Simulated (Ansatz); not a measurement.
Molecule: C2H8O2S2Si, charge 0, multiplicity 1. 
Structure (B3LYP-D3(BJ)/def2-TZVP (Ansatz, an electronic-structure program) minimum search):
```
Si
O 1 1.6317
C 2 1.4252 1 124.93
H 3 1.0890 2 107.66 1 169.15
H 3 1.0923 4 109.02 2 -120.31
H 3 1.0926 4 109.16 5 -118.80
O 1 1.6317 2 113.79 3 -64.40
C 7 1.4252 1 124.93 2 -64.40
H 8 1.0890 7 107.66 1 169.15
H 8 1.0923 9 109.02 7 -120.31
H 8 1.0926 9 109.16 10 -118.80
S 1 2.1344 2 106.55 3 54.04
H 12 1.3434 1 93.98 2 -177.10
S 1 2.1344 2 107.62 3 177.78
H 14 1.3434 1 93.98 2 -54.68
```

Total electronic energies in hartree. Correlated levels leave the core frozen unless marked. Spin-orbit coupling is left out. No relativistic terms. CBS(X,Y): correlation extrapolated as X^-3; Hartree-Fock from the larger set.

```csv
level,program,energy (Eh)
HF/STO-3G,Ansatz,-1299.19663
HF/6-31G*,Ansatz,-1314.19165
RI-HF/aug-cc-pV(T+d)Z,Ansatz,-1314.41632
BLYP-D3(BJ)/def2-TZVPD,Ansatz + dftd3,-1317.57798
revPBE/def2-TZVPD,Ansatz,-1317.33808
r2SCAN-D4/def2-TZVPD,Ansatz + dftd4,-1317.43294
B3LYP/def2-TZVPD,Ansatz,-1317.68686
r2SCANh-D4/def2-TZVPD,Ansatz + dftd4,-1317.41585
MP2/aug-cc-pV(T+d)Z,Ansatz,-1315.73676
MP2/cc-pVTZ,Ansatz,-1315.69236
SCS-MP2/aug-cc-pV(D+d)Z,Ansatz,-1315.37086
CCSD/aug-cc-pV(T+d)Z,Ansatz,-1315.79898
CCSD/cc-pV(T+d)Z,Ansatz,-1315.76803
CCSD(T)/cc-pVTZ,Ansatz,-1315.81194
"CCSD(T)/CBS(cc-pV(T+d)Z,cc-pV(Q+d)Z)",Ansatz,-1316.0174
```

Totals of different functionals don't rank their quality; only differences between species are comparable.
